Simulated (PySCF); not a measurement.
Gas-phase equilibrium of 1 mol B2O3, 36 mol H2O at 2000 K and 1.00 bar, among 22 species (BH3, BO, O2, B2H6, O, HO2, B3O3H3, H2O, H, HBO2, H2O2, O3, B2O, H2, (HBO2)3, B(OH)3, BH, BH2, B2O2, B2O3, B, OH). Only gases are allowed; each row takes one source of thermochemistry for all species, and Cantera finds the minimum.

Computed with PySCF (xtb for GFN2) and rigid-rotor harmonic-oscillator thermochemistry at 1 bar. † marks an energy on the PBE0/def2-TZVP geometry and frequencies; other levels use their own. MP2 freezes the core. Open shells (unrestricted) among the columns below: O2 (multiplicity 3), O (multiplicity 3, electronic degeneracy 9), H (multiplicity 2), OH (multiplicity 2, electronic degeneracy 4); the rest are closed-shell singlets. GFN2 has no spin-polarisation term. Spin-orbit splitting is ignored; it lowers the true energy and changes the entropy of O, OH. MP2 isn't extrapolated to the basis-set limit. The harmonic model lacks anharmonicity and excited electronic states, which grow with temperature; levels with a mode under 35 cm⁻¹ are left out. Soft modes under 120 cm⁻¹ make the harmonic entropy rough for B2O3. Warning, point group unlike the PBE0 one: B2O3 (GFN2-xTB, PBE/def2-SVP).

Molecules larger than those listed are left out. Table species left out: BO2, B2, HBO.

Mole fractions:

```
thermochemistry     x H2O     x H2      x O    x OH  x HBO2      x H    x O2   x B2O3
------------------  -----  -------  -------  ------  ------  -------  ------  -------
GFN2-xTB             0.95  0.00033  2.1e-12  2.4e-5   0.050   4.9e-6  1.1e-5   0.0018
HF/def2-TZVP†        0.36     0.26     0.21    0.11   0.038    0.023  3.0e-5  0.00021
M06-2X/def2-TZVP†    0.93    0.010   4.0e-5  0.0028   0.053  0.00021  0.0045  0.00015
MP2/def2-TZVPP†      0.94   0.0046   1.8e-5  0.0010   0.053  0.00024  0.0021  0.00019
PBE/def2-SVP         0.88    0.045   3.1e-6  0.0011   0.052  0.00082   0.023  0.00020
ωB97X-V/def2-TZVP†   0.92    0.017   3.0e-5  0.0031   0.053  0.00028  0.0076  0.00014
```
The most sensitive of these is O: it spans a factor of 10^11.0 over these rows; at this temperature one factor of ten is RT ln 10 = 38 kJ/mol.
